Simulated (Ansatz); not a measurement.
`O[SiH2][SiH2]F`, relaxed with RKS PBE0-D4/def2-TZVP in Ansatz 0.2.0 from a GFN2-xTB geometry. The force threshold is 0.005 eV/Å; the program also tests the step.

The species carries charge 0 and has multiplicity 1.

Start:

```xyz
9

O    -0.815   -1.689    0.772
Si    0.056   -0.323    0.956
Si    0.364    0.709   -1.074
F     0.848    2.222   -0.775
H    -1.720   -1.700    0.476
H    -0.611    0.540    1.945
H     1.268   -0.879    1.553
H     1.429    0.200   -1.937
H    -0.818    0.919   -1.917
```

Task: How much energy does the relaxation release, and in how many steps? (Estimate.)

Result: Ansatz gave: 17.07 kJ/mol, in 9 steps, 1 of them rejected.

Task: Which bonds change most? (Estimate.)

Result: The calculation gave: Si2–Si3 from 2.299 to 2.355 Å; Si3–H8 from 1.462 to 1.487 Å; O1–Si2 from 1.630 to 1.654 Å; Si3–H9 from 1.467 to 1.490 Å.

Task: Give the relaxed structure. (An estimate is asked.)

Result: Computed: 
```xyz
9

O    -0.785   -1.765    0.711
Si    0.037   -0.353    0.974
Si    0.386    0.775   -1.064
F     0.987    2.240   -0.779
H    -1.691   -1.704    0.406
H    -0.699    0.547    1.908
H     1.325   -0.745    1.596
H     1.338    0.059   -1.954
H    -0.899    0.947   -1.798
```
